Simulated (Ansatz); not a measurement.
Mulliken charges of F$_{2}$H$_{2}$MoN$_{2}$ (`[NH]=[Mo](=[NH])([F])[F]`) from PBE/def2-TZVPP in Ansatz (PBE0-D4/def2-TZVP geometry).

```tsv
atom	x (Å)	y (Å)	z (Å)	charge (e)
N1	-1.082	0.555	0.790	-0.556
Mo2	-0.104	0.073	-0.532	1.445
N3	1.289	-0.714	0.082	-0.556
F4	-1.061	-1.146	-1.552	-0.361
F5	0.442	1.598	-1.439	-0.361
H6	-1.294	0.631	1.776	0.194
H7	1.872	-1.064	0.831	0.194
```

Question: By hand: the dipole of these point charges (1 e Å = 4.8032 D).

Answer: Σ q r = (0.070, -0.053, 0.332) e Å, of length 0.343 e Å = 1.65 D.

Question: How does the dipole of the full density compare? (An estimate is asked.)

Answer: Ansatz gave: (0.121, -0.090, 0.567) e Å, 2.82 D; the point charges give 0.59 times that, at 0° from its direction.

Point charges leave out the atoms' own dipoles, such as those of lone pairs, and Mulliken's split depends on the basis, so the two needn't agree.
